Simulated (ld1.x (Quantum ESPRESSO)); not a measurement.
An all-electron radial function and its pseudo partner (S)

Columns: radius, all-electron u(r) and pseudo u(r) of the 3s shell (level -17.30 eV) of sulfur in the configuration [Ne] 3s2 3p4; PW91, scalar-relativistic, ultrasoft scheme, ld1.x (Quantum ESPRESSO) 7.5.

| r (bohr) | all-electron | pseudo |
| --- | --- | --- |
| 0.072 | 0.1902 | 0.0565 |
| 0.145 | -0.0615 | 0.1138 |
| 0.217 | -0.2880 | 0.1704 |
| 0.290 | -0.3976 | 0.2278 |
| 0.362 | -0.3955 | 0.2845 |
| 0.435 | -0.3151 | 0.3417 |
| 0.507 | -0.1902 | 0.3977 |
| 0.580 | -0.0423 | 0.4537 |
| 0.652 | 0.1077 | 0.5077 |
| 0.725 | 0.2528 | 0.5606 |
| 0.798 | 0.3843 | 0.6110 |
| 0.870 | 0.4975 | 0.6576 |
| 0.942 | 0.5931 | 0.7004 |
| 1.015 | 0.6723 | 0.7393 |
| 1.088 | 0.7345 | 0.7728 |
| 1.160 | 0.7805 | 0.7999 |
| 1.232 | 0.8125 | 0.8208 |
| 1.305 | 0.8325 | 0.8349 |
| 1.378 | 0.8413 | 0.8417 |
| 1.450 | 0.8409 | 0.8409 |
| 1.522 | 0.8329 | 0.8329 |
| 1.595 | 0.8185 | 0.8185 |
| 1.668 | 0.7989 | 0.7989 |
| 1.740 | 0.7757 | 0.7757 |
| 1.812 | 0.7495 | 0.7495 |
| 1.885 | 0.7207 | 0.7207 |

How many radial nodes do the two functions have?

The all-electron 3s function has n − l − 1 = 2; the pseudo-wave has 0, since the states of the same l below it are removed with the core.

At about which radius was the pseudo-wave matched?

1.45 bohr, where the columns begin to agree (steps of 0.07 bohr).

Is the pseudo-wave norm-conserving?

No, it belongs to an ultrasoft set: the norm inside the radius is not constrained, and the difference is carried by the augmentation charge.
